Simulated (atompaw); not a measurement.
Ge (Z = 32): PAW (atompaw) pseudisation with PBE, scalar-relativistic reference atom.

germanium, PAW, made with atompaw 4.2.0.5 (PBE, scalar-relativistic). Core [Ar], reference 3d10 4s2 4p2. Waves: 4s (bound); 4s channel at 3.8 Ry; 4p (bound); 4p channel at 0.55 Ry; 3d (bound); 3d channel at 2.85 Ry. Local part: troulliermartins scheme with l = 3 at 0 Ry, radius 1.55 bohr. Core correction: smooth core density matched at 1.75 bohr. Augmentation charge: besselshape compensation charge, radius 1.95 bohr; PAW radius 1.95 bohr; waves and projectors: bloechl.

All-electron outer shells of the reference configuration (PBE, scalar-relativistic, ld1.x):

```tsv
shell	level (eV)	outermost node (bohr)	outermost maximum (bohr)
3s	-168.49	0.26	0.54
3p	-115.62	0.23	0.54
3d	-29.31	–	0.50
4s	-11.73	0.77	1.75
4p	-3.90	0.82	2.22
```

Q: Is a potential produced?

A: No. atompaw 4.2.0.5 stopped with "atompaw: The overlap operator has at least one negative eigenvalue!": the overlap operator built from these waves and projectors is not positive definite.
